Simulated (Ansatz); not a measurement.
`C[SiH2]N(C)[SiH2]N(C)[SiH2]N(C)C`. Charge 0, multiplicity 3. Geometry PBE-D4/def2-SVP, that of the neutral singlet; atoms count from 1.

```csv
atom,x (Å),y (Å),z (Å)
C1,2.469,1.204,3.081
Si2,3.315,0.666,1.479
N3,2.224,-0.198,0.396
C4,1.695,-1.482,0.866
Si5,1.631,0.398,-1.146
N6,-0.099,0.721,-1.093
C7,-0.560,1.697,-0.097
Si8,-1.304,0.046,-2.178
N9,-2.603,-0.651,-1.236
C10,-4.001,-0.534,-1.597
C11,-2.324,-1.652,-0.225
H12,1.647,1.921,2.879
H13,2.042,0.333,3.620
H14,3.197,1.696,3.760
H15,3.839,1.863,0.737
H16,4.460,-0.250,1.844
H17,2.459,-2.047,1.446
H18,0.797,-1.374,1.520
H19,1.399,-2.130,0.012
H20,1.818,-0.635,-2.221
H21,2.422,1.646,-1.423
H22,-0.436,2.750,-0.439
H23,-1.634,1.537,0.134
H24,0.000,1.586,0.858
H25,-1.996,1.072,-3.040
H26,-0.536,-0.916,-3.050
H27,-4.419,-1.477,-2.029
H28,-4.628,-0.280,-0.708
H29,-4.141,0.269,-2.348
H30,-2.593,-2.687,-0.553
H31,-1.246,-1.645,0.034
H32,-2.892,-1.449,0.714
```

At PBE0-D4/def2-SVP a singlet of charge 0 lies 6.06 eV below the triplet at the same geometry.

Question: Estimate the Mulliken populations of the heavy atoms from the PBE0/def2-SVP orbitals of Ansatz.

Answer: 
```csv
atom,charge (e),spin (α − β)
C1,-0.29,0.01
Si2,0.19,0.45
N3,-0.32,0.64
C4,0.10,-0.07
Si5,0.35,0.39
N6,-0.63,0.10
C7,0.10,-0.02
Si8,0.62,0.04
N9,-0.56,0.04
C10,0.07,0.00
C11,0.07,-0.01
```
Mulliken values depend strongly on the basis.

Question: Where does the spin sit?

Answer: Summed by element: C -0.09, Si 0.88, N 0.78, H 0.43, of 2 unpaired in all. Largest on single atoms: N3 0.64, Si2 0.45, Si5 0.39.

Question: And the Mayer bond orders between heavy atoms (over 0.3)?

Answer: C1–Si2 0.95 (1.89 Å); Si2–N3 0.66 (1.76 Å); N3–C4 0.98 (1.47 Å); N3–Si5 0.68 (1.76 Å); Si5–N6 0.97 (1.76 Å); N6–C7 0.96 (1.47 Å); N6–Si8 0.98 (1.76 Å); Si8–N9 1.03 (1.75 Å); N9–C10 1.00 (1.45 Å); N9–C11 0.99 (1.45 Å).
